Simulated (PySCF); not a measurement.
O3, singlet, at a GFN2-xTB geometry; HF/6-31G, polarisability in PySCF.

Here is a job for PySCF.
```python
from pyscf import gto, scf
from pyscf.prop import polarizability

mol = gto.Mole()
mol.atom = '''
    O    -0.06945708    1.07326302   -0.18881454
    O     0.00362457   -0.00592030    0.40975419
    O     0.06583251   -1.06734272   -0.22093965
'''
mol.basis = '6-31g'
mol.verbose = 4
mol.build()

mf = scf.RHF(mol)
mf.kernel()
alpha = mf.Polarizability().polarizability()[2, 2]
print('alpha_zz =', alpha)
```

**Question.** Predict the main parts of the log of this PySCF run.

**Answer.** 
```
site-packages/pyscf/prop/efg/rhf.py:45: UserWarning: Module EFG is under testing
  warnings.warn('Module EFG is under testing')
site-packages/pyscf/prop/efg/dhf.py:30: UserWarning: Module EFG is under testing
  warnings.warn('Module EFG is under testing')
site-packages/pyscf/prop/zfs/uhf.py:40: UserWarning: Module ZFS is under testing
  warnings.warn('Module ZFS is under testing')
site-packages/pyscf/prop/gtensor/uhf.py:43: UserWarning: Module g-tensor is under testing
  warnings.warn('Module g-tensor is under testing')
site-packages/pyscf/prop/gtensor/uks.py:41: UserWarning: Module g-tensor is under testing
  warnings.warn('Module g-tensor is under testing')
site-packages/pyscf/prop/hfc/uks.py:35: UserWarning: Module HFC is under testing
  warnings.warn('Module HFC is under testing')
site-packages/pyscf/prop/magnetizability/rhf.py:39: UserWarning: Module magnetizability is under testing
  warnings.warn('Module magnetizability is under testing')
site-packages/pyscf/prop/magnetizability/uhf.py:37: UserWarning: Module magnetizability is under testing
  warnings.warn('Module magnetizability is under testing')
site-packages/pyscf/prop/magnetizability/rks.py:37: UserWarning: Module magnetizability is under testing
  warnings.warn('Module magnetizability is under testing')
site-packages/pyscf/prop/magnetizability/uks.py:39: UserWarning: Module magnetizability is under testing
  warnings.warn('Module magnetizability is under testing')
site-packages/pyscf/prop/polarizability/uhf.py:34: UserWarning: Module polarizability is under testing
  warnings.warn('Module polarizability is under testing')
site-packages/pyscf/prop/polarizability/rks.py:29: UserWarning: Module polarizability is under testing
  warnings.warn('Module polarizability is under testing')
site-packages/pyscf/prop/polarizability/uks.py:29: UserWarning: Module polarizability is under testing
  warnings.warn('Module polarizability is under testing')
PySCF version 2.14.0

[INPUT] verbose = 4
[INPUT] num. atoms = 3
[INPUT] num. electrons = 24
[INPUT] charge = 0
[INPUT] spin (= nelec alpha-beta = 2S) = 0
[INPUT] symmetry False subgroup None
[INPUT] Mole.unit = angstrom
[INPUT] Symbol           X                Y                Z      unit          X                Y                Z       unit  Magmom
[INPUT]  1 O     -0.069457080000   1.073263020000  -0.188814540000 AA   -0.131254858612   2.028173167424  -0.356807768936 Bohr   0.0
[INPUT]  2 O      0.003624570000  -0.005920300000   0.409754190000 AA    0.006849444619  -0.011187745575   0.774323197493 Bohr   0.0
[INPUT]  3 O      0.065832510000  -1.067342720000  -0.220939650000 AA    0.124405413993  -2.016985421848  -0.417515428557 Bohr   0.0

nuclear repulsion = 70.5794798051943
number of shells = 15
number of NR pGTOs = 66
number of NR cGTOs = 27
basis = 6-31g
ecp = {}

******** <class 'pyscf.scf.hf.RHF'> ********
method = RHF
initial guess = minao
damping factor = 0
level_shift factor = 0
DIIS = <class 'pyscf.scf.diis.CDIIS'>
diis_start_cycle = 1
diis_space = 8
diis_damp = 0
SCF conv_tol = 1e-09
SCF conv_tol_grad = None
SCF max_cycles = 50
direct_scf = True
direct_scf_tol = 1e-13
Set gradient conv threshold to 3.16228e-05
Initial guess from minao.
init E= -224.79218143946
  HOMO = -0.321167410423826  LUMO = -0.164194745453346  gap/eV = 4.27144
cycle= 1 E= -223.97745009047  delta_E= 0.815  |g|= 0.858  |ddm|= 2.37
  HOMO = -0.499547906998739  LUMO = -0.136985596762605  gap/eV = 9.86582
cycle= 2 E= -224.026893781759  delta_E= -0.0494  |g|= 0.789  |ddm|= 1.15
  HOMO = -0.513231154660781  LUMO = -0.0733138008593639  gap/eV = 11.97076
cycle= 3 E= -224.136049594065  delta_E= -0.109  |g|= 0.0557  |ddm|= 0.463
  HOMO = -0.49292273294943  LUMO = -0.047494769700748  gap/eV = 12.12071
cycle= 4 E= -224.137662344515  delta_E= -0.00161  |g|= 0.0231  |ddm|= 0.121
  HOMO = -0.497664024416773  LUMO = -0.049558652467651  gap/eV = 12.19357
cycle= 5 E= -224.138039132454  delta_E= -0.000377  |g|= 0.00952  |ddm|= 0.0588
  HOMO = -0.497785324715302  LUMO = -0.0486413618768864  gap/eV = 12.22183
cycle= 6 E= -224.138116727208  delta_E= -7.76e-05  |g|= 0.00382  |ddm|= 0.025
  HOMO = -0.498613848995598  LUMO = -0.0482373461527394  gap/eV = 12.25537
cycle= 7 E= -224.138131853738  delta_E= -1.51e-05  |g|= 0.000705  |ddm|= 0.0121
  HOMO = -0.498755569304217  LUMO = -0.0482771369823882  gap/eV = 12.25814
cycle= 8 E= -224.138132205751  delta_E= -3.52e-07  |g|= 7.1e-05  |ddm|= 0.00199
  HOMO = -0.498758936697311  LUMO = -0.0482659774613683  gap/eV = 12.25854
cycle= 9 E= -224.138132208333  delta_E= -2.58e-09  |g|= 1.47e-05  |ddm|= 0.000129
  HOMO = -0.49875936463688  LUMO = -0.0482669371492015  gap/eV = 12.25852
cycle= 10 E= -224.138132208481  delta_E= -1.48e-10  |g|= 3.73e-06  |ddm|= 3.65e-05
  HOMO = -0.498759376227784  LUMO = -0.0482667670051966  gap/eV = 12.25853
Extra cycle  E= -224.138132208491  delta_E= -9.09e-12  |g|= 1.96e-06  |ddm|= 6.6e-06
converged SCF energy = -224.138132208491
Isotropic polarizability 13.8778084776
Polarizability anisotropy 27.0490650702
alpha_zz = 5.861721803312669
```
